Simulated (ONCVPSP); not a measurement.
# Hardness and transferability of assorted potentials

Generated with ld1.x 7.5 (TM, RRKJ, ultrasoft, PAW), atompaw 4.2 or ONCVPSP 4.0.1. The cutoff is in Ry: for ld1.x and atompaw files where the sum of valence levels is converged to 10 mRy in a Bessel basis, for ONCV files where the hardest occupied wave has 1 mHa per electron of residual kinetic energy. The error is the largest all-electron minus pseudo excitation energy over each file’s own four to seven test configurations (ionisations up to +4, promotions, holes and added fractions of an electron), all of which were solved. The labels leave out finer settings (local radius, basis sizes, second energies), which also bear on the numbers. Spin-polarised tests are not counted. The rows are a selection from randomly drawn settings: files with unsolved tests, undetermined cutoffs or missed reference levels are left out.

A true bound ghost makes a file unfit for plane-wave use even where its test errors are small: the radial tests pick states by their node count and pass the ghost by.

| element | potential | cutoff (Ry) | largest error (meV) | bound ghosts |
| --- | --- | --- | --- | --- |
| Li | ONCV, PBE, scalar-relativistic, rc 1.00/0.80/0.80 (spd), local smoothed, core correction no, reference 1s2 2s1, qcut 12.8/9.4/10.5, projectors 2/3/2 | 103 | +550 | none |
| V | ONCV, BLYP, fully relativistic, rc 1.50/1.20/1.25/1.35 (spdf), local smoothed, core correction yes, reference 3s2 3p6 3d2, qcut 7.1/13.8/10.9/8.3, projectors 2/2/2/2 | 98 | +60 | none |
| Cu | ONCV, PW91, scalar-relativistic, rc 1.25/0.70/1.10 (spd), local smoothed, core correction no, reference 3s2 3p6 3d10 4s0.5, qcut 11.1/12/16.9, projectors 2/2/1 | 297 | -4.4 | none |
| Mo | ONCV, PBE, scalar-relativistic, rc 2.50/1.35/2.30 (spd), local smoothed, core correction no, reference 4p6 4d5 5s1, qcut 2.3/7.2/7.8, projectors 2/2/1 | 43 | -94 | s |
| Tb | ONCV, LDA (Perdew-Wang 92), fully relativistic, rc 1.92/2.24/3.50 (spd), local smoothed, core correction yes, reference 5s2 5p6 5d1.5 6s1.5, qcut 7.6/4.9/4.5, projectors 2/1/1 | 35 | +112 | none |

(1) Fill in the row for Te: ONCV, PBE, scalar-relativistic, rc 1.30/1.72/1.36 (spd), local smoothed, core correction yes, reference 4s2 4p6 4d10 5s2 5p2, qcut 8.4/12/16, projectors 2/2/2.

(2) Fill in the row for Co: ONCV, LDA (Perdew-Wang 92), scalar-relativistic, rc 1.35/0.95/1.20 (spd), local smoothed, core correction yes, reference 3s2 3p6 3d7 4s2, qcut 10.6/18/13.3, projectors 2/2/2.

Results:

(1) cutoff 93 Ry, largest error -7.3 meV, bound ghosts: none.

(2) cutoff 166 Ry, largest error -2.5 meV, bound ghosts: none.
